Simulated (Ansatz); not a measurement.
Isolated molecules relaxed with PBE0-D4/def2-TZVP in Ansatz; ΔE leaves out vibrations. CCSD(T)/CBS adds triple-zeta CCSD(T) − MP2 to the extrapolated MP2 energy (def2 sets, frozen cores). This one scheme is used for every species. Functionals use def2-TZVPP. HSE06 is defined as in plane-wave codes. For Ge outer-core shells are correlated without core-valence functions, which leaves a few kJ/mol of doubt a bond. Scalar relativity is left out up to krypton. Each species was taken in one conformer, which may not be the lowest.

Reaction (ligand exchange at a Ge–N bond): `C[N]([GeH3])c1ccccc1` + `SS` → `S[S][GeH3]` + `CNc1ccccc1`

`C[N]([GeH3])c1ccccc1`:

Cartesian coordinates in Å:
```
C -1.475 -1.850 0.162
N -0.869 -0.746 -0.541
Ge -1.357 -0.385 -2.287
C 0.072 0.020 0.122
C 0.445 -0.252 1.446
C 1.390 0.529 2.090
C 1.995 1.599 1.451
C 1.633 1.877 0.141
C 0.692 1.106 -0.514
H -2.015 -1.517 1.057
H -0.730 -2.593 0.474
H -2.191 -2.353 -0.488
H -1.955 1.028 -2.399
H -2.406 -1.452 -2.625
H -0.140 -0.495 -3.221
H -0.003 -1.078 1.980
H 1.655 0.291 3.115
H 2.733 2.205 1.962
H 2.090 2.709 -0.385
H 0.437 1.358 -1.538
```

`SS`:

Cartesian coordinates in Å:
```
S 0.814 0.758 -0.168
S -0.978 0.083 0.550
H 1.580 -0.295 0.177
H -1.416 -0.545 -0.558
```

`S[S][GeH3]`:

Z-matrix (Å, degrees):
```
Ge
S 1 2.234
H 1 1.534 2 109.0
H 1 1.536 2 108.7 3 120.6
H 1 1.537 2 106.1 3 -120.0
S 2 2.058 1 99.3 3 -57.9
H 6 1.347 2 98.3 1 -89.0
```

`CNc1ccccc1`:

```xyz
17

C    -0.687    0.134   -2.543
N    -0.271    0.938   -1.428
C    -0.008    0.380   -0.196
C    -0.402   -0.921    0.127
C    -0.158   -1.432    1.393
C     0.485   -0.676    2.359
C     0.885    0.616    2.038
C     0.644    1.139    0.784
H    -1.679   -0.292   -2.366
H    -0.758    0.766   -3.428
H     0.002   -0.695   -2.762
H     0.302    1.731   -1.657
H    -0.902   -1.537   -0.610
H    -0.476   -2.444    1.621
H     0.674   -1.084    3.344
H     1.393    1.225    2.777
H     0.955    2.153    0.549
```

| level | ΔE (kcal/mol) |
| --- | --- |
| revPBE-D4 | -12.1 |
| BLYP-D4 | -11.8 |
| HSE06-D4 | -13.0 |
| B2PLYP | -11.9 |
| r2SCAN | -13.3 |
| RPA@PBE/def2-TZVPP | -8.1 |
| MP2/def2-TZVPP | -9.0 |
| HF/def2-QZVPP | -13.7 |

Question: What does CCSD(T)/CBS give? (Estimate.)

Answer: The calculation gave: -10.2 kcal/mol. The listed levels differ from it by -1.9, -1.6, -2.8, -1.7, -3.1, 2.1, 1.2, -3.5 kcal/mol.

Largest T1 diagnostic among the species: 0.012.

From BLYP to BHLYP (50 % exact exchange), in def2-TZVPP and without D4, ΔE moves by +1.1 kcal/mol. At CCSD(T), def2-SVP lies +0.8 kcal/mol from the extrapolated value and def2-TZVPP +1.0 kcal/mol.

CCSD(T)/CBS has its own doubt, a few kJ/mol and more with outer-core shells, so smaller differences from it don't rank the levels.
